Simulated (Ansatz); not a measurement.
A nudged elastic band was laid between two geometries of ClH3Sn + H2O (8 atoms, charge 0, multiplicity 1).

Theory: Ansatz 0.2.0, RHF/def2-SVP.

```yaml
movable_images: 7
climbing_image: yes
spring: 5.0 eV/Å²
optimiser: quadratic models (default)
start_path: through a guess of the saddle point
force_threshold: 0.05 eV/Å
iteration_limit: 48
end_points: relaxed
```

Initial state:

```xyz
8
Properties=species:S:1:pos:R:3
Sn -0.283 -0.291 -0.084
H -0.422 -0.588 1.581
Cl 2.037 -0.380 -0.632
H -0.877 1.201 -0.620
H -0.948 -1.582 -0.981
O 1.279 2.051 1.476
H 2.036 1.834 0.948
H 1.546 1.901 2.370
```

Final state:

```xyz
8
Properties=species:S:1:pos:R:3
Sn 0.338 0.068 -0.745
H -0.231 1.283 3.915
Cl 1.991 -0.023 -2.421
H -0.799 1.225 -1.243
H -0.222 -1.498 -0.442
O 1.241 0.660 0.887
H 1.920 1.315 0.826
H 0.131 1.117 3.282
```

(1) Which bonds break or form, and what moves?

(2) What energy profile does the band end with?

(3) What is the geometry of the highest image?

The band took 22 iterations and of the order of 7 core-minutes.

Results:

(1) Bonds broken: Sn1–H2, O6–H8. Bonds formed: Sn1–O6, H2–H8. ClH3Sn + H2O becomes ClH3OSn + H2.

(2) The forces met the threshold. The highest image is number 3 of 0 to 8, 2.25 eV above the first end and 1.80 eV above the last; the last end lies 0.45 eV above the first. Neighbouring images differ by up to 1.6 eV, so the band resolves the path poorly. A vibrational analysis at the climbing image gives one clearly imaginary mode, 1857i cm⁻¹: a first-order saddle point. The orbitals stay closed-shell, which can raise the energy where a bond breaks towards radicals; this wasn't checked here.

```tsv
image	path coordinate (Å)	energy (eV)	Sn1–H2 (Å)	O6–H8 (Å)	Sn1–O6 (Å)
0	0.00	0.00	1.70	0.95	3.22
1	1.18	0.13	1.69	0.95	3.24
2	2.36	0.67	1.73	0.95	2.65
3	3.54	2.25	2.12	1.18	2.10
4	4.47	0.71	2.72	1.97	1.97
5	5.41	0.47	3.54	2.60	1.96
6	6.35	0.46	4.17	2.71	1.96
7	7.28	0.45	4.67	2.70	1.96
8	8.22	0.45	4.85	2.68	1.96
```

(3) 
```xyz
8
Properties=species:S:1:pos:R:3:forces:R:3
Sn 0.149 0.207 -0.110 0.02 0.01 0.01
H -0.617 0.606 1.822 -0.01 0.00 0.00
Cl 1.951 0.172 -1.685 -0.01 -0.01 0.00
H -0.991 1.208 -0.849 0.00 0.00 0.00
H -0.067 -1.444 0.177 0.00 0.00 0.00
O 1.330 1.246 1.286 -0.01 -0.02 -0.01
H 2.252 1.161 1.502 0.00 0.00 0.00
H 0.363 0.991 1.915 0.01 0.01 0.00
```

The run took 7.3 min on 1 thread of Intel(R) Xeon(R) Platinum 8259CL CPU @ 2.50GHz (Skylake/Cascade Lake), with other jobs on the host, peak memory 0.19 GiB.
